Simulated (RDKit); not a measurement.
Job for RDKit: MMFF94 on C3H5NO (a complex), monomers drawn apart or pushed together.

```python
from rdkit import Chem
from rdkit.Chem import AllChem, rdDetermineBonds

blocks = [
'''4

C    -0.04712003    0.55655918   -0.60178301
C     0.31038455   -0.19620092    0.26016653
H    -0.35388448    1.20804615   -1.38341801
H     0.60596973   -0.83132838    1.06888205
''',
'''6

N    -0.53251251    0.93915850    3.06477270
C     0.02873006   -0.14060718    3.65166099
O     0.58067746   -1.04960999    3.06509783
H    -0.51257198    1.03615870    2.05978844
H    -0.97231181    1.65302108    3.61772115
H    -0.06202222   -0.12315049    4.75216289
''',
]
mol = None
for b in blocks:
    f = Chem.MolFromXYZBlock(b)
    rdDetermineBonds.DetermineBonds(f, charge=0)
    mol = f if mol is None else Chem.CombineMols(mol, f)
Chem.SanitizeMol(mol)
print(Chem.MolToSmiles(Chem.RemoveHs(mol)))
ff = AllChem.MMFFGetMoleculeForceField(mol, AllChem.MMFFGetMoleculeProperties(mol), nonBondedThresh=100.0, ignoreInterfragInteractions=False)
e = ff.CalcEnergy()
print(f'MMFF94 energy {e:.6f} kcal/mol')
```

The log:

```
C#C.NC=O
MMFF94 energy -24.040156 kcal/mol
```

The run finished.

Cost: about 0.010 core-seconds (a rough figure).
